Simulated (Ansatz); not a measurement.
`NC#C[TeH]` and `NC#CO` differ in one element.

Ansatz, PBE0-D4/def2-TZVP geometries, multiplicity 1. Each molecule was computed in one conformer, which needn't be the lowest.

Elements past krypton have def2 core potentials.

```csv
property,`NC#C[TeH]`
LUMO energy (B3LYP/def2-TZVPP) / eV,-0.65
HOMO energy (ωB97M-V/def2-TZVPP) / eV,-8.06
size of the dipole moment (PBE/def2-TZVPP) / D,2.27
"ideal-gas entropy at 298 K and 1 bar (rigid rotor, harmonic PBE0-D4/def2-TZVP) / J/(mol·K)",324
HOMO–LUMO gap (ωB97M-V/def2-TZVPP) / eV,9.47
size of the dipole moment (ωB97M-V/def2-TZVPP) / D,2.20
```

(1) Give the same properties after the change, and the shifts. (Best estimate.)

Answers

(1) Ansatz gave: 
| property | `NC#CO` | shift |
| --- | --- | --- |
| LUMO energy (B3LYP/def2-TZVPP) / eV | 0.33 | 0.98 |
| HOMO energy (ωB97M-V/def2-TZVPP) / eV | -8.35 | -0.29 |
| size of the dipole moment (PBE/def2-TZVPP) / D | 0.74 | -1.53 |
| ideal-gas entropy at 298 K and 1 bar (rigid rotor, harmonic PBE0-D4/def2-TZVP) / J/(mol·K) | 283 | -41 |
| HOMO–LUMO gap (ωB97M-V/def2-TZVPP) / eV | 10.56 | 1.09 |
| size of the dipole moment (ωB97M-V/def2-TZVPP) / D | 0.76 | -1.44 |

With PBE0 the HOMO falls by 0.10 eV and the LUMO rises by 1.16 eV, so the gap widens by about 1.26 eV. PBE moves the HOMO by 0.16 eV and ωB97M-V by -0.29 eV. Dipoles are sizes alone; their direction can turn.

B3LYP here is the variant with VWN-RPA as its local correlation; programs differ in this.

Spin–orbit coupling is left out; it splits and shifts lone-pair levels of the heavy atoms by tenths of an eV.
